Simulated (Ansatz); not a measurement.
Relaxation of FGeH6N (9 atoms, charge 0, multiplicity 1), to a largest force component of 0.03 eV/Å in at most 50 steps.

Level of theory: Ansatz, RHF/def2-SVP.

```xyz
9
Properties=species:S:1:pos:R:3:forces:R:3
Ge -0.519 -0.055 -0.337 -0.63 -0.16 0.02
F 0.253 0.647 2.361 -0.15 0.03 0.39
H 0.549 -1.025 0.154 0.00 0.00 0.00
H -0.083 1.406 -0.320 0.00 0.00 0.00
H -0.896 -0.437 -1.785 0.00 0.00 0.00
N -2.024 -0.221 0.791 0.75 0.17 -0.13
H -2.408 -1.149 0.827 0.00 0.00 0.00
H -2.771 0.413 0.565 0.00 0.00 0.00
H -0.627 0.421 2.430 0.03 -0.04 -0.28
```

Q: Where does it end, and by what steps?

A: It converged. After 8 steps the energy has fallen by 0.230 eV; F2 moved furthest, 0.75 Å.

| step | energy less start (eV) | largest force component (eV/Å) | accepted |
| --- | --- | --- | --- |
| 0 | 0.0000 | 0.751 | yes |
| 1 | -0.0195 | 2.911 | yes |
| 2 | -0.1723 | 1.063 | yes |
| 3 | -0.1981 | 0.369 | yes |
| 4 | -0.2192 | 0.140 | yes |
| 5 | -0.2253 | 0.332 | yes |
| 6 | -0.2287 | 0.073 | yes |
| 7 | -0.2294 | 0.047 | yes |
| 8 | -0.2297 | 0.011 | yes |

```xyz
9
Properties=species:S:1:pos:R:3
Ge -0.503 -0.084 -0.521
F -0.222 0.633 2.937
H 0.608 -1.057 -0.131
H -0.004 1.358 -0.588
H -1.105 -0.493 -1.874
N -1.772 -0.147 0.838
H -2.155 -1.062 1.006
H -2.541 0.491 0.717
H -0.832 0.361 2.304
```

The run took 18 s on 1 thread of Arm Neoverse V1, with other jobs on the host, peak memory 0.17 GiB.
